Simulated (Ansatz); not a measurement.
These are Ansatz (a quantum-chemistry and plane-wave program) with frozen-core CCSD(T)/cc-pVQZ // CAM-B3LYP-D3(BJ)/def2-TZVP values and carry that method's errors.

Ansatz 0.2 input:
```yaml
crystal:
  periodic: [false, false, false]
  atoms:
    - { symbol: B, position_ang: [-0.152711, 0.012396, 0.051677] }
    - { symbol: Cl, position_ang: [1.574955, -0.128606, 0.006448] }
    - { symbol: H, position_ang: [-0.622435, 1.011265, 0.48213] }
    - { symbol: H, position_ang: [-0.799809, -0.895055, -0.350153] }
basis:
  gaussian: { orbitals: cc-pVQZ }
correlation:
  method: ccsd_t
```

Output:

```
Functional definition: HF
1034 factors; integrals over basis functions are off by at most 5.5e-4 eV
mean field evaluation 1: about -13207.9241 eV, gradient 1.2e1 eV
mean field evaluation 2: about -13207.9244 eV, gradient 1.2e1 eV
mean field evaluation 4: about -13208.4917 eV, gradient 1.5e0 eV
mean field evaluation 8: about -13208.4990 eV, gradient 6.7e-4 eV
mean field evaluation 16: about -13208.4990 eV, gradient 4.6e-6 eV
mean field -13208.49896437 eV, -485.4033838986 hartree, gradient 4.6e-6 eV, S^2 0.000000; 0 other end points of the search recorded, 0 dependent functions left out
6 core orbitals not correlated
reference -13208.49896437 eV, -485.4033838986 hartree; 6, 6 occupied and 162, 162 virtual orbitals, 1034 factors
second order -8.69881569 eV of doubles, -0.00000000 eV of singles
cycle   1  -9.19213978 eV  change   -4.9e-1 eV  update   5.9e-2
cycle   2  -9.40739642 eV  change   -2.2e-1 eV  update   1.7e-2
cycle   3  -9.44501013 eV  change   -3.8e-2 eV  update   9.3e-3
cycle   4  -9.43964699 eV  change    5.4e-3 eV  update   3.1e-3
cycle   5  -9.43937806 eV  change    2.7e-4 eV  update   1.3e-3
cycle   6  -9.43947314 eV  change   -9.5e-5 eV  update   3.4e-4
cycle   7  -9.43945518 eV  change    1.8e-5 eV  update   6.9e-5
cycle   8  -9.43948148 eV  change   -2.6e-5 eV  update   2.0e-5
cycle   9  -9.43948262 eV  change   -1.1e-6 eV  update   5.4e-6
perturbative correction -0.38792960 eV, -0.0142561500 hartree
Total energy: -13218.32637660 eV, -485.7645346367 hartree
```

Cost: roughly 18 core-seconds.
